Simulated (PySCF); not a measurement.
Peak assignment

Molfile (atoms numbered from 1):
```
C7H9NOSi
     RDKit          3D

 19 18  0  0  0  0  0  0  0  0999 V2000
   -1.4843   -0.0519    0.3260 C   0  0  0  0  0  0  0  0  0  0  0  0
   -0.6405    0.9329    0.6174 C   0  0  0  0  0  0  0  0  0  0  0  0
   -1.0004    2.3792    0.4619 C   0  0  0  0  0  0  0  0  0  0  0  0
    0.7008    0.6696    1.1402 C   0  0  0  0  0  0  0  0  0  0  0  0
    1.5696   -0.2029    0.6261 C   0  0  0  0  0  0  0  0  0  0  0  0
    1.3307   -1.2079   -0.9417 Si  0  0  2  0  0  4  0  0  0  0  0  0
    0.3599   -0.2082   -2.1877 C   0  0  0  0  0  0  0  0  0  0  0  0
   -0.2104    0.4107   -2.9650 N   0  0  0  0  0  0  0  0  0  0  0  0
    0.2747   -2.8001   -0.6646 C   0  0  0  0  0  0  0  0  0  0  0  0
    0.5399   -3.6222    0.1741 O   0  0  0  0  0  0  0  0  0  0  0  0
   -2.4732    0.1432   -0.0514 H   0  0  0  0  0  0  0  0  0  0  0  0
   -1.2333   -1.0862    0.4980 H   0  0  0  0  0  0  0  0  0  0  0  0
   -0.8421    2.9156    1.3966 H   0  0  0  0  0  0  0  0  0  0  0  0
   -0.3651    2.8341   -0.2978 H   0  0  0  0  0  0  0  0  0  0  0  0
   -2.0374    2.4900    0.1590 H   0  0  0  0  0  0  0  0  0  0  0  0
    0.9842    1.2692    1.9992 H   0  0  0  0  0  0  0  0  0  0  0  0
    2.5240   -0.3212    1.1250 H   0  0  0  0  0  0  0  0  0  0  0  0
    2.6087   -1.5814   -1.5562 H   0  0  0  0  0  0  0  0  0  0  0  0
   -0.6154   -2.9532   -1.3135 H   0  0  0  0  0  0  0  0  0  0  0  0
  1  2  2  0
  2  3  1  0
  2  4  1  0
  4  5  2  0
  5  6  1  0
  6  7  1  0
  7  8  3  0
  6  9  1  0
  9 10  2  0
  1 11  1  0
  1 12  1  0
  3 13  1  0
  3 14  1  0
  3 15  1  0
  4 16  1  0
  5 17  1  0
  6 18  1  6
  9 19  1  0
M  END
```

Method: GFN2-xTB structure, shieldings: GIAO PBE0/pcSseg-1, in PySCF 2.14.0 with density-fitted response routines (no solvent model, one averaged value for each set of equivalent atoms, a single conformation, non-relativistic).

References, each an isolated molecule treated in the same way: TMS for ¹³C (σ = 186.93 ppm) and ¹H (σ = 31.72 ppm).

(1) Assign these signals to the numbered atoms. ¹³C{¹H} NMR (computed): δ 239.3, 166.0, 156.5, 124.3, 124.3, 120.4, 25.0.

(2) Assign these signals to the numbered atoms. ¹H NMR (500 MHz, computed): δ 12.04 (d, 1H), 7.54 (d, 1H), 5.65 (m, 1H), 5.50 (br s, 1H), 5.15 (br s, 1H), 4.54 (m, 1H), 2.12 (s, 3H).

Results:

(1) 
239.3 → C9, carbonyl carbon
166.0 → C4, alkene CH
156.5 → C2, fully substituted alkene carbon: an sp2 carbon of a C=C bond
124.3 → C7, nitrile carbon: this is the usual window of a C≡N carbon, which has no attached hydrogen
124.3 → C1, terminal =CH2 carbon: the olefinic region
120.4 → C5, alkene CH: as expected for a trigonal carbon in a double bond
25.0 → C3, allylic methyl carbon: saturated and bonded to C and H only

C7 and C1 lie closer than the usual error of such a calculation, so a measured spectrum could show them in the other order.

(2) 
```tsv
δ (ppm)	atoms	environment	reason
12.04	H19	hydrogen on a carbonyl carbon	–
7.54	H16	hydrogen on an alkene CH	attached to an sp2 carbon and in the plane of the double bond
5.65	H17	hydrogen on an alkene CH	–
5.50	H11	hydrogen on a terminal =CH2 carbon	attached to an sp2 carbon and in the plane of the double bond
5.15	H12	hydrogen on a terminal =CH2 carbon	–
4.54	H18	hydrogen on a silicon bonded to 3 C	–
2.12	H13/H14/H15	hydrogen on an allylic methyl carbon	allylic position
```

Shifts are as computed. Against solution values, carbons near 30 ppm lie about +3 ppm off and those near 130 ppm about +5 ppm. Of 1309 compounds with measured shifts, 239 miss one by over three times the rms of a fit or turn the order of signals round; such compounds aren't used in these exercises. No couplings were computed; multiplicities are counted from neighbouring protons, with m where these are inequivalent, close in shift, in a saturated or five-membered ring or joined by F or P, and br s for small geminal =CH2 splittings.
